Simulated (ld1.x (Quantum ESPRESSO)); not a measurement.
## Cutoff test, Ge (Z = 32), TM

- Element: germanium (Ge)
- Generator: ld1.x (Quantum ESPRESSO) 7.5
- Type: norm-conserving Troullier–Martins (Kleinman–Bylander form)
- Functional: PBE
- Relativity: scalar-relativistic
- Frozen core: [Ne] 3s2
- Valence charge: 20
- Reference configuration: 3p6 3d10 4s2 4p0 (charge +2)
- Partial waves: 3p (bound): rc 0.95 bohr; 3d (bound): rc 0.90 bohr; 4s (bound): rc 1.70 bohr
- Local potential: the s channel
- Core correction: Bessel-smoothed model core, default radius (core density twice the valence density)

The pseudo-atom Hamiltonian at the reference potential is diagonalised in spherical Bessel functions j_l(qr) that vanish at 20 bohr, with q² up to the cutoff. All-electron valence levels (Ry): 3p -9.9644, 4p -1.4557, 3d -3.6157, 4s -2.1498.

Task: How do the lowest levels (Ry) of each channel move with the cutoff, and are there ghosts?

Result:

```csv
cutoff (Ry),p #1,p #2,d #1,d #2,s #1,f #1,f #2,Σ f·Δε (mRy)
8,-2.1716,-0.7023,-0.7177,-0.3187,-2.0753,-0.2868,-0.1641,75881.5
18,-3.5790,-1.0025,-0.7230,-0.3207,-2.1424,-0.2869,-0.1643,67250.1
35,-7.5036,-1.2176,-0.7260,-0.3217,-2.1480,-0.2870,-0.1643,43661.7
55,-9.3481,-1.2451,-0.7494,-0.3300,-2.1495,-0.2870,-0.1643,32357.4
90,-9.9335,-1.2538,-1.0524,-0.4475,-2.1497,-0.2870,-0.1643,25814.9
140,-9.9633,-1.2543,-2.8349,-0.6155,-2.1498,-0.2870,-0.1643,7810.8
230,-9.9643,-1.2543,-3.5952,-0.6316,-2.1498,-0.2870,-0.1643,202.2
400,-9.9644,-1.2543,-3.6153,-0.6319,-2.1498,-0.2870,-0.1643,0.0
```

Result: no extra level below or beside the all-electron valence levels (p, d, s, f tested); 10 mRy is reached at 300 Ry and 1 mRy at over 300 Ry.

1 of 7 tests not solved or not reliable.
